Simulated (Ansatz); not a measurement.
C2H7GeN can be A, `C=N[CH2][GeH3]`, or B, `C[N]1[CH2][GeH2]1`.

Program: Ansatz. Geometries: PBE0-D4/def2-TZVP. ΔE: electronic, gas phase. CBS: MP2 limit from def2 TZ/QZ plus the TZ coupled-cluster correction, frozen cores. DFT in def2-TZVPP. B3LYP here is the variant with VWN-RPA as its local correlation; programs differ in this. For Ge outer-core shells are correlated without core-valence functions, which leaves a few kJ/mol of doubt a bond. Scalar relativity is left out up to krypton. Each species was taken in one conformer, which may not be the lowest.

**Question.** Which isomer does CCSD(T)/CBS put lower? Give the gap. (Best estimate.)

**Answer.** Ansatz gave: A, by 12.8 kcal/mol.

**Question.** Give E(B) − E(A) in kcal/mol with PBE-D4, B3LYP-D4, r2SCAN-D4, CCSD/def2-TZVPP, CCSD(T)/def2-TZVPP, PBE0-D4, B3LYP. (Best estimate.)

**Answer.** Computed: PBE-D4 12.2, B3LYP-D4 16.4, r2SCAN-D4 12.7, CCSD/def2-TZVPP 15.6, CCSD(T)/def2-TZVPP 14.7, PBE0-D4 12.3, B3LYP 16.7. None reverses the order clearly.

Largest T1 diagnostic: 0.012.

In def2-TZVPP, CCSD(T) changes the Hartree–Fock value by −8.0 kcal/mol (the triples alone add −0.9 kcal/mol) and MP2 by −11.1 kcal/mol.
